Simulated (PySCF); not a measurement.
## Working out the excitation energy of O²⁺

O²⁺ [He] 2s2 2p2 (3P) → O²⁺ [He] 2s1 2p2 3s1 (5P). All numbers are calculated (PySCF 2.14, scalar relativity by spin-free X2C-1e, in aug-cc-pVTZ-DK (5s4p3d2f, 46 functions)). Frozen: 1s2. Energies in hartree (1 hartree = 27.21139 eV):

```csv
part,O²⁺ (lower),O²⁺ (upper)
UHF,-73.153309,-71.681808
CCSD correlation,-0.096795,-0.023118
(T),-0.001320,-0.000134
```

Problem. What does Hartree-Fock give?

Solution. (-71.681808) − (-73.153309) = 1.471501 hartree = 40.042 eV.

Problem. What do CCSD and CCSD(T) give?

Solution. The CCSD correlation energies differ by 0.073677 hartree = 2.005 eV and the triples by 0.001186 hartree = 0.032 eV, so CCSD gives 42.047 eV and CCSD(T) 42.079 eV.
